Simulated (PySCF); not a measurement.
How methods differ on the ionisation energy of Cr²⁺

Cr²⁺ [Ar] 3d4 (5D) → Cr³⁺ [Ar] 3d3 (4F), as a difference of total energies. Computed with PySCF 2.14 in ANO-RCC-VTZP, with the spin-free X2C one-electron Hamiltonian (Gaussian nucleus). Correlated levels: valence: [Ar] frozen; valence and next inner shell: [Ne] frozen. The calculations carry no spin-orbit coupling.

```json
{"method": "UHF", "ionisation energy (eV)": "29.725"}
{"method": "LDA", "ionisation energy (eV)": "31.897"}
{"method": "PBE", "ionisation energy (eV)": "31.496"}
{"method": "PBE0", "ionisation energy (eV)": "31.310"}
{"method": "r2SCAN", "ionisation energy (eV)": "31.076"}
{"method": "HSE06", "ionisation energy (eV)": "31.288"}
{"method": "PBEsol", "ionisation energy (eV)": "31.559"}
{"method": "BHandHLYP", "ionisation energy (eV)": "30.896"}
{"method": "MP2 (valence)", "ionisation energy (eV)": "30.391"}
{"method": "SCS-MP2 (valence)", "ionisation energy (eV)": "29.947"}
{"method": "MP2 (valence and next inner shell)", "ionisation energy (eV)": "31.089"}
{"method": "SCS-MP2 (valence and next inner shell)", "ionisation energy (eV)": "30.633"}
```

Task: How much does correlation contribute at MP2 (valence and next inner shell)?

Result: 31.089 − (29.725) = 1.364 eV, measured against UHF.

A first-order spin-orbit estimate (lowest level to lowest level, LS coupling) adds -0.027 eV.

Errors of the correlated levels include the incompleteness of this basis and the frozen core.

For comparison: 30.959 ± 0.025 eV (measured; NIST Atomic Spectra Database, ionization energies).
